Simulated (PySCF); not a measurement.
C5H12Si. Atoms are numbered in the order given.

```xyz
18

Si     2.2326     0.4609     0.5424
C      0.7743    -0.7404     0.5115
C     -0.3443    -0.3368    -0.4408
C     -1.6802    -1.1259    -0.4367
C     -2.4162     0.2086    -0.6936
C     -1.1689     0.9463    -0.1561
H      2.8153     0.6048    -0.8283
H      3.3020    -0.0333     1.4633
H      1.7997     1.8143     1.0090
H      1.1607    -1.7421     0.2450
H      0.3766    -0.8305     1.5402
H      0.0414    -0.2929    -1.4769
H     -1.8947    -1.5133     0.5743
H     -1.8037    -1.9475    -1.1612
H     -3.3784     0.3781    -0.1851
H     -2.5549     0.3895    -1.7719
H     -1.2460     1.1212     0.9314
H     -0.8621     1.8884    -0.6394
```
Charge 0, spin multiplicity 1.

Coordinates come from a r2SCAN-D4/def2-SVP optimisation. Other conformers were not sampled.

Level of theory: M06-2X/def2-TZVP (PySCF).

Gas-phase values at a fixed geometry.

| Quantity | Result |
|---|---|
| total energy | -487.16797 hartree |
| highest occupied level | -9.13 eV |
| lowest empty level | 1.43 eV |
| orbital gap | 10.56 eV |
| dipole moment | 0.76 D |
| quadrupole, principal values (traceless, Buckingham form, about the centre of nuclear charge) | -3.26, 0.90, 2.35 D·Å |
